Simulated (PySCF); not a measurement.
**Worked example: oscillator strength and radiative lifetime**

Si(H)(Cl)(Br)(vinyl) (C2H4BrClSi), SMILES C=C[SiH](Cl)Br.

Geometry optimised at PBE-D3(BJ)/def2-SVP. One conformer was computed; it need not be the lowest.

TDA-PBE/def2-SVPD (PySCF) puts the first singlet state with f over 0.02 at 6.49 eV (vertical), with the transition dipole (0.382, 0.310, -0.161) in atomic units.

### Question
Find the oscillator strength, the wavelength and the radiative lifetime that this transition would have in vacuum if emission retraced absorption.

### Answer

|μ|² = 0.2679 au, so |μ| = 1.32 D. ΔE = 6.49/27.211 = 0.2385 hartree. f = (2/3) ΔE |μ|² = 0.043 (the program prints 0.043).
λ = 1239.84/6.49 = 191 nm; ν = 52345 cm⁻¹.
Einstein's coefficient A = 0.6670 ν² f s⁻¹ (ν in cm⁻¹) = 7.8e7 s⁻¹, so τ = 1/A = 13 ns. This state is S7; the lower singlets have f = 0.001, 0.007, 0.006, 0.017, 0.010, 0.016. The figure is the radiative limit of this one transition; relaxation, internal conversion, crossing to triplets and a medium change what is measured.
